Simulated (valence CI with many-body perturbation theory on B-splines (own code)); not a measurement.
## E1 transitions of Er LVI

Level of theory: configuration interaction combined with many-body perturbation theory (CI+MBPT): three valence electrons over a frozen Dirac-Fock core [Ne], a basis of 11 s, 11 p, 10 d, 8 f, 5 g, 2 h functions for each j, with the one-electron correlation potential Σ1 (screened to all orders), the two-electron term Σ2, the three-electron term Σ3, Breit, model QED; selected single and double excitations, second order for the rest, scaled by the run's own slope (own B-spline code, finite nucleus).

The last digits are not significant, and no measured levels were compared; by estimate large intervals hold to a few tenths of a per cent, small ones and those within an open d or f shell to about a per cent.

Lines 151 to 200 of 588 in falling wavelength, among levels below 21492 × 10³ cm⁻¹, chosen from the strongest by gf and those to the six lowest levels. Wavelengths and rates use the calculated energies. Electric multipoles are in the length gauge with retardation, E1 and E2 with the static RPA response of the core. Weak lines are less certain than strong ones. Lines between different terms over intervals too small for the method are left out, as are lines whose strength nearly cancels. The highest levels of a list are the least certain.

Levels are named by their leading jj configuration (3d3/2^4 stands for four electrons in 3d with j = 3/2), which in mixed levels can hold well under half, so a name can repeat and another be missing. Letters in brackets count levels of one name in rising energy.

```
λ vac (Å)                          Upper                          Lower   A (s⁻¹)  S (a.u.)
    48.61  (3p3/2 3d3/2 3d5/2) J=9/2 [b]          (3p3/2^2 3d3/2) J=7/2  4.05e+11  2.29e-01
    48.58          (3p3/2 3d5/2^2) J=1/2          (3p3/2^2 3d5/2) J=1/2  3.90e+11  4.41e-02
    48.58             (3s 3d5/2^2) J=1/2     (3s 3p3/2 3d5/2) J=3/2 [b]  2.58e+11  2.92e-02
    48.52  (3p1/2 3d3/2 3d5/2) J=7/2 [b]  (3p1/2 3p3/2 3d3/2) J=5/2 [b]  1.83e+11  8.26e-02
    48.52      (3p1/2 3d3/2 3d5/2) J=1/2  (3p1/2 3p3/2 3d3/2) J=1/2 [a]  1.77e+11  2.00e-02
    48.51  (3p3/2 3d3/2 3d5/2) J=1/2 [b]      (3p3/2^2 3d3/2) J=3/2 [b]  2.68e+11  3.02e-02
    48.48  (3p1/2 3d3/2 3d5/2) J=3/2 [a]  (3p1/2 3p3/2 3d3/2) J=3/2 [a]  1.16e+11  2.60e-02
    48.48  (3p1/2 3p3/2 3d5/2) J=3/2 [b]          (3p1/2 3p3/2^2) J=1/2  1.28e+11  2.87e-02
    48.46          (3p3/2^2 3d5/2) J=3/2                (3p3/2^3) J=3/2  3.36e+11  7.56e-02
    48.45      (3p3/2 3d5/2^2) J=3/2 [a]      (3p3/2^2 3d5/2) J=5/2 [a]  2.38e+11  5.34e-02
    48.42  (3p3/2 3d3/2 3d5/2) J=3/2 [b]          (3p3/2^2 3d3/2) J=1/2  1.27e+11  2.84e-02
    48.37  (3p1/2 3d3/2 3d5/2) J=5/2 [a]  (3p1/2 3p3/2 3d3/2) J=5/2 [a]  7.75e+10  2.60e-02
    48.31      (3p3/2 3d5/2^2) J=5/2 [b]      (3p3/2^2 3d5/2) J=5/2 [a]  2.05e+11  6.85e-02
    48.29          (3d3/2^2 3d5/2) J=3/2      (3p3/2 3d3/2^2) J=3/2 [a]  1.20e+11  2.67e-02
    48.27      (3d3/2 3d5/2^2) J=3/2 [a]  (3p3/2 3d3/2 3d5/2) J=5/2 [b]  1.19e+11  2.64e-02
    48.27  (3p3/2 3d3/2 3d5/2) J=5/2 [c]          (3p3/2^2 3d3/2) J=5/2  1.61e+11  5.35e-02
    48.26         (3s 3p1/2 3d5/2) J=7/2         (3s 3p1/2 3p3/2) J=5/2  1.22e+11  5.42e-02
    48.23             (3s^2 3d5/2) J=5/2             (3s^2 3p3/2) J=3/2  1.89e+11  6.29e-02
    48.23      (3d3/2 3d5/2^2) J=3/2 [a]  (3p3/2 3d3/2 3d5/2) J=3/2 [a]  1.70e+11  3.77e-02
    48.22  (3p1/2 3d3/2 3d5/2) J=3/2 [b]  (3p1/2 3p3/2 3d3/2) J=1/2 [b]  9.82e+10  2.17e-02
    48.14      (3p3/2 3d5/2^2) J=3/2 [b]      (3p3/2^2 3d5/2) J=5/2 [b]  1.97e+11  4.34e-02
    48.14      (3d3/2 3d5/2^2) J=3/2 [b]  (3p3/2 3d3/2 3d5/2) J=5/2 [d]  2.28e+11  5.03e-02
    48.05          (3p1/2^2 3d5/2) J=5/2          (3p1/2^2 3p3/2) J=3/2  9.32e+10  3.06e-02
    48.04      (3p3/2^2 3d5/2) J=5/2 [b]                (3p3/2^3) J=3/2  4.52e+11  1.49e-01
    47.99             (3s 3d5/2^2) J=5/2     (3s 3p3/2 3d5/2) J=3/2 [a]  4.65e+10  1.52e-02
    47.97  (3p1/2 3p3/2 3d5/2) J=5/2 [b]          (3p1/2 3p3/2^2) J=3/2  3.47e+11  1.13e-01
    47.91     (3s 3p3/2 3d5/2) J=5/2 [b]             (3s 3p3/2^2) J=3/2  3.81e+11  1.24e-01
    47.79      (3d3/2 3d5/2^2) J=7/2 [a]  (3p3/2 3d3/2 3d5/2) J=7/2 [a]  1.09e+11  4.71e-02
    47.73      (3p3/2 3d5/2^2) J=3/2 [b]          (3p3/2^2 3d5/2) J=3/2  4.64e+11  9.96e-02
    47.72  (3p1/2 3p3/2 3d5/2) J=7/2 [b]          (3p1/2 3p3/2^2) J=5/2  2.46e+11  1.06e-01
    47.65          (3p1/2 3d5/2^2) J=5/2  (3p1/2 3p3/2 3d5/2) J=5/2 [a]  1.09e+11  3.49e-02
    47.57             (3s 3d5/2^2) J=5/2     (3s 3p3/2 3d5/2) J=7/2 [a]  5.64e+10  1.80e-02
    47.57     (3s 3p3/2 3d5/2) J=7/2 [a]             (3s 3p3/2^2) J=5/2  1.98e+11  8.40e-02
    47.51          (3p1/2 3d5/2^2) J=9/2      (3p1/2 3p3/2 3d5/2) J=9/2  6.09e+10  3.22e-02
    47.49     (3s 3p1/2 3d5/2) J=5/2 [a]     (3s 3p1/2 3p3/2) J=3/2 [a]  1.87e+11  5.94e-02
    47.45          (3p1/2 3d5/2^2) J=1/2  (3p1/2 3p3/2 3d5/2) J=3/2 [b]  3.12e+11  3.30e-02
    47.45     (3s 3d3/2 3d5/2) J=5/2 [a]     (3s 3p3/2 3d3/2) J=3/2 [a]  1.76e+11  5.57e-02
    47.31          (3d3/2 3d5/2^2) J=1/2  (3p3/2 3d3/2 3d5/2) J=1/2 [a]  1.53e+11  1.60e-02
    47.21     (3s 3p3/2 3d5/2) J=3/2 [b]             (3s 3p3/2^2) J=1/2  1.83e+11  3.79e-02
    47.06  (3p3/2 3d3/2 3d5/2) J=5/2 [c]      (3p3/2^2 3d3/2) J=3/2 [a]  1.28e+11  3.96e-02
    46.94         (3d3/2 3d5/2^2) J=11/2     (3p3/2 3d3/2 3d5/2) J=11/2  6.37e+10  3.90e-02
    46.93          (3p1/2 3d5/2^2) J=3/2  (3p1/2 3p3/2 3d5/2) J=3/2 [a]  1.91e+11  3.90e-02
    46.87      (3d3/2 3d5/2^2) J=5/2 [a]  (3p3/2 3d3/2 3d5/2) J=5/2 [a]  5.26e+10  1.60e-02
    46.85     (3s 3d3/2 3d5/2) J=3/2 [a]     (3s 3p3/2 3d3/2) J=1/2 [a]  1.69e+11  3.44e-02
    46.71          (3p1/2 3d5/2^2) J=7/2  (3p1/2 3p3/2 3d5/2) J=7/2 [a]  6.72e+10  2.70e-02
    46.67      (3d3/2 3d5/2^2) J=7/2 [b]  (3p3/2 3d3/2 3d5/2) J=7/2 [b]  1.46e+11  5.87e-02
    46.67  (3p3/2 3d3/2 3d5/2) J=3/2 [b]      (3p3/2^2 3d3/2) J=3/2 [a]  1.60e+11  3.20e-02
    46.65          (3p1/2 3d5/2^2) J=5/2             (3s 3d3/2^2) J=5/2  7.81e+10  2.35e-02
    46.65         (3s 3d3/2 3d5/2) J=9/2         (3s 3p3/2 3d3/2) J=7/2  2.52e+11  1.26e-01
    46.60  (3p3/2 3d3/2 3d5/2) J=3/2 [c]          (3p3/2^2 3d3/2) J=1/2  1.83e+11  3.66e-02
```
